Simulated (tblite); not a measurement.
A tight-binding relaxation on `[PH2][GeH2][CH2]N1C=CC=C1`.

Computed with GFN2-xTB geometry optimisation, gas phase (tblite 0.8.0). Start geometry: from a force field or distance geometry. A driver script takes a list of jobs; this job's settings line and coordinates (Å) are shown.

Command:
```bash
OMP_NUM_THREADS=1 python probes_run.py task.json out
```

Input:
```
{"job": {"kind": "relax", "xc": "GFN2-xTB", "basis": "xTB"}, "charge": 0, "multiplicity": 1}
P      2.768400     1.417800    -0.090200
Ge     1.989200    -0.664400     0.253600
C      0.534100    -1.209900    -0.853300
N     -0.670600    -0.432100    -0.605200
C     -1.079100     0.701900    -1.151700
C     -2.288700     1.102200    -0.622600
C     -2.631900     0.143900     0.328600
C     -1.593700    -0.796800     0.318400
H      1.776200     2.433100    -0.260800
H      3.917900     1.528700    -0.913300
H      3.094400    -1.759900     0.113000
H      1.480600    -0.751400     1.744000
H      0.838600    -1.056000    -1.915100
H      0.335300    -2.311900    -0.739700
H     -0.525700     1.235400    -1.927800
H     -2.871100     1.988800    -0.857000
H     -3.516500     0.130600     0.957700
H     -1.566100    -1.693700     0.945100
```

Output:
```
step      E/eV     max force
  0    -628.81755    2.485
  1    -629.11415    2.155
  2    -629.35265    2.173
  3    -629.73929    1.766
  4    -629.92602    1.740
  5    -630.05701    0.958
  6    -630.11236    0.388
  7    -630.12557    0.276
  8    -630.13720    0.272
  9    -630.14672    0.298
... (133 lines left out)
143    -630.24810    0.017
144    -630.24814    0.017
145    -630.24817    0.018
146    -630.24821    0.016
147    -630.24826    0.016
148    -630.24834    0.025
149    -630.24842    0.028
150    -630.24849    0.019
151    -630.24853    0.011
152    -630.24856    0.009
```

«max force» is the largest atomic force in eV/Å.

Task: From which step on does the largest force stay under 0.1 eV/Å, and how much energy is left to gain from there?

Result: From step 100 (0.064 eV/Å), 7.9 meV above the end.

Main results: energy lowered by 33.0 kcal/mol over 152 steps; largest atomic force 0.009 eV/Å at the end.

Task: Where do the atoms end?

Result: 0.571 Å rms from the input after alignment:
```
atom  x, y, z in Å
P1     2.4266    1.5573    0.3472
Ge2    2.1011   -0.7164    0.2914
C3     0.5533   -1.2966   -0.8837
N4    -0.6002   -0.4835   -0.6595
C5    -0.9299    0.6341   -1.3584
C6    -2.0321    1.2038   -0.7782
C7    -2.3749    0.4033    0.3267
C8    -1.4673   -0.6210    0.3765
H9     1.0628    1.7980    0.4463
H10    2.4010    1.6567   -1.0387
H11    3.3398   -1.4676   -0.1545
H12    1.8342   -1.2340    1.6872
H13    0.8473   -1.2238   -1.9331
H14    0.3139   -2.3400   -0.6728
H15   -0.3723    0.9269   -2.2281
H16   -2.5364    2.0912   -1.1062
H17   -3.1914    0.5640    1.0028
H18   -1.3843   -1.4460    1.0584
```

The run took 1.2 s of wall time on Arm Neoverse V1, one thread, shared host with 32 logical CPUs at a one-minute load of 11.
Labels such as C1 count atoms from 1, the log's own numbers from 0.
